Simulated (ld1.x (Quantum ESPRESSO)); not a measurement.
The numbers below are computed, except where a source is named.
**Pseudopotentials across the periodic table**

Generated with ld1.x 7.5 (TM, RRKJ, ultrasoft, PAW), atompaw 4.2 or ONCVPSP 4.0.1. The cutoff is in Ry: for ld1.x and atompaw files where the sum of valence levels is converged to 10 mRy in a Bessel basis, for ONCV files where the hardest occupied wave has 1 mHa per electron of residual kinetic energy. The error is the largest all-electron minus pseudo excitation energy over each file’s own four to seven test configurations (ionisations up to +4, promotions, holes and added fractions of an electron), all of which were solved. The labels leave out finer settings (local radius, basis sizes, second energies), which also bear on the numbers. Spin-polarised tests are not counted. The rows are a selection from randomly drawn settings: files with unsolved tests, undetermined cutoffs or missed reference levels are left out.

A true bound ghost makes a file unfit for plane-wave use even where its test errors are small: the radial tests pick states by their node count and pass the ghost by.

```csv
element,potential,cutoff (Ry),largest error (meV),bound ghosts
K,"PAW, revPBE, scalar-relativistic, rc 1.80/2.35/2.10/2.50 (spdf), local smoothed, core correction yes, reference 3s2 3p6 4s1 4p0",15,+21,none
Co,"TM semilocal, PBE, scalar-relativistic, rc 1.55/2.15/1.60 (spd), local s, core correction no, reference 3d7 4s0 4p0",100,+196,none
Sn,"TM semilocal, PBE, scalar-relativistic, rc 1.50/2.55/2.00 (spd), local s, core correction yes, reference 5s2 5p0",40,-113,none
Te,"PAW, PBEsol, scalar-relativistic, rc 1.95/2.55/2.25 (spd), local smoothed, core correction yes, reference 5s2 5p4",10,-373,none
Pt,"TM, PBEsol, scalar-relativistic, rc 1.80/2.50/1.60 (spd), local d, core correction yes, reference 5d9 6s0 6p0",40,-644,"s, p"
```

Problem. Fill in the row for Mo: PAW, PBEsol, scalar-relativistic, rc 2.98/2.50/2.30 (spd), local smoothed, core correction yes, reference 4p6 4d5 5s0 5p0.

Solution. cutoff 18 Ry, largest error -198 meV, bound ghosts: none.

Problem. Fill in the row for B: TM, PBE, scalar-relativistic, rc 1.15/2.70 (sp), local s, core correction yes, reference 2s2 2p0.5.

Solution. cutoff 21 Ry, largest error +135 meV, bound ghosts: none.

Problem. Fill in the row for Rh: TM semilocal, revPBE, scalar-relativistic, rc 0.95/1.32/1.50 (spd), local s, core correction no, reference 4s2 4p6 4d7 5s0 5p0.

Solution. cutoff 140 Ry, largest error +80 meV, bound ghosts: none.
